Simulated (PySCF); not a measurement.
**Levels of Ce³⁹⁺ from EOM-EA-GCCSD**

Reference: closed-shell Ce⁴⁰⁺, [Ar]; one electron is added. Calculated with PySCF 2.14, two-component X2C-1e with screened spin-orbit coupling, an uncontracted even-tempered set (18 s from 2.9 bohr⁻², ratio 2.6; 14 p from 3.8 bohr⁻², ratio 2.6; 5 d from 3.9 bohr⁻², ratio 2.8; 3 f from 66 bohr⁻², ratio 2.8); frozen [Ne]; the 62 highest virtual spinors dropped; of the others 50 kept and the rest restored at second order. No Breit or QED terms. Binding energies in eV.

| level | Koopmans | second order | EOM-CCSD |
| --- | --- | --- | --- |
| 3d3/2 | 2801.6 | 2802.8 | 2802.5 |
| 3d5/2 | 2778.2 | 2779.3 | 2779.0 |

For comparison, the ionisation energy of Ce³⁹⁺ is 2806 ± 4 eV (theoretical estimate listed by NIST; NIST Atomic Spectra Database, ionization energies).

Only part of the computed levels is shown.
